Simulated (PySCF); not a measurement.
`O([Si@H](B)O)[SiH3]`, BH$_{7}$O$_{2}$Si$_{2}$

Geometry (Å), atoms numbered from 1 in this order:
```xyz
12

B     2.219   -0.419    0.453
Si    0.726    0.683   -0.159
O     0.631    1.944    0.880
O    -0.705   -0.126   -0.162
Si   -1.947   -0.916    0.490
H     2.077   -1.312    1.195
H     3.306   -0.217    0.076
H     0.680    1.209   -1.536
H    -0.112    2.544    0.859
H    -2.542   -1.657   -0.620
H    -1.464   -1.810    1.545
H    -2.869    0.077    1.047
```

The calculation used PySCF 2.14.0, quadratic response CAM-B3LYP/aug-cc-pVDZ first hyperpolarisability, Taylor convention, gas phase. Geometry: GFN2-xTB.

**Question.** Give the tensor of the static β(0;0,0) in the axes of these coordinates.

**Answer.** In au, Taylor convention; rows are the first index (the induced dipole):
|  | xx | yy | zz | xy | xz | yz |
| --- | --- | --- | --- | --- | --- | --- |
| x | -65.5 | +12.1 | +15.5 | +4.0 | -10.4 | +14.1 |
| y | +4.0 | +41.1 | +19.2 | +12.1 | +14.1 | -9.4 |
| z | -10.4 | -9.4 | +36.8 | +14.1 | +15.5 | +19.2 |

Norm of βᵢ = ⅓ Σⱼ (βᵢⱼⱼ + βⱼᵢⱼ + βⱼⱼᵢ): 76.5 au, hyper-Rayleigh value 39.2 au.
